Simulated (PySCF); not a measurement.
These compounds are isomers of formula C6H6F2O.

A. `FC/C(F)=C1/C=CCO1`
B. SMILES FC(/C(C)=C/CF)=C=O
C. SMILES O1C=C(C(F)F)CC=C1

Spectrum 1. 1H NMR (400 MHz, computed): δ 6.85 (m, 1H), 6.40 (m, 1H), 5.50 (m, 2H), 5.37 (m, 2H). 13C{1H} NMR (computed): δ 162.6 (C), 150.2 (C), 139.5 (CH), 130.4 (CH), 82.7 (CH2), 81.1 (CH2).

Spectrum 2. 1H NMR (400 MHz, computed): δ 7.00 (m, 1H), 6.52 (d, 1H), 6.20 (m, 1H), 5.02 (m, 1H), 2.94 (m, 2H). 13C{1H} NMR (computed): δ 148.5 (CH), 147.9 (CH), 121.2 (CH), 112.2 (C), 107.6 (CH), 24.5 (CH2).

Spectrum 3. 1H NMR (400 MHz, computed): δ 6.05 (m, 1H), 5.80 (m, 2H), 1.45 (s, 3H). 13C{1H} NMR (computed): δ 270.3 (C), 133.2 (C), 128.5 (CH), 123.9 (C), 87.0 (CH2), 13.1 (CH3).

All values are calculated (PySCF): GIAO PBE0/pcSseg-1 shieldings, structure optimised with GFN2-xTB. Fast rotation and ring inversion assumed for equivalent nuclei, non-relativistic, isolated molecule, single conformer.

δ = σ(ref) − σ, references computed at the same level: 1H, 13C against TMS. Splittings of carbon signals by F and P are missing where no couplings were computed. Where no couplings were computed, multiplicities follow the n + 1 count of equivalent neighbours, and m marks all less simple cases (inequivalent or close neighbours, rings, F or P nearby). Shifts are as computed. Against solution values, carbons near 30 ppm lie about +3 ppm off and those near 130 ppm about +5 ppm (rms about the fit 2.1 ppm; single classes can miss by 10 ppm). Of 1328 compounds with measured shifts, 309 miss one by over three times the rms of a fit or turn the order of signals round; such compounds aren't used in these exercises. Signals without a measured value on file couldn't be tested in this way; 1H shifts scatter by 0.2 ppm about their fit, and single ones miss by 0.5 ppm.

Question: Which spectrum belongs to which compound?

Answer: 1–A, 2–C, 3–B.

- Spectrum 1 (A): 6 13C signals; δC 162.6 is an alkene carbon bearing oxygen; δC 139.5 is an alkene CH.
- Spectrum 2 (C): 6 13C signals; δC 148.5 is an alkene carbon bearing oxygen; δC 147.9 is an alkene carbon bearing oxygen.
- Spectrum 3 (B): 6 13C signals; δC 128.5 is an alkene CH; δC 123.9 is a fully substituted alkene carbon.
